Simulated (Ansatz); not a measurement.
System: chloro(trihydroxy)silane, sum formula H3SiO3Cl, charge 0, multiplicity 1. 
Coordinates optimised at B3LYP-D3(BJ)/def2-TZVP (Ansatz, a quantum-chemistry and plane-wave program):
```xyz
8

Si    -0.0990    -0.0832    -0.3488
Cl     0.4522     0.3800     1.5933
O     -0.8630     1.1881    -1.0101
O      1.2282    -0.4317    -1.2172
O     -1.0925    -1.3676    -0.3354
H     -0.4229     2.0418    -1.0125
H      1.8240    -1.1139    -0.8974
H     -1.8842    -1.3340     0.2074
```
Charge 0, spin multiplicity 1.

Basis-set convergence of Hartree-Fock and CCSD(T) correlation energies (hartree) with Ansatz. Correlated levels leave the core frozen unless marked. No spin-orbit coupling. Non-relativistic.

| basis | functions | E(HF) | E(corr, CCSD(T)) |
|---|---|---|---|
| aug-cc-pV(D+d)Z | 160 | -975.04140 | -0.90038 |
| aug-cc-pV(T+d)Z | 317 | … | … |

### Question
Fill in the missing entries.

### Answer

- aug-cc-pV(T+d)Z, E(HF): -975.14148
- aug-cc-pV(T+d)Z, E(corr, CCSD(T)): -1.10997
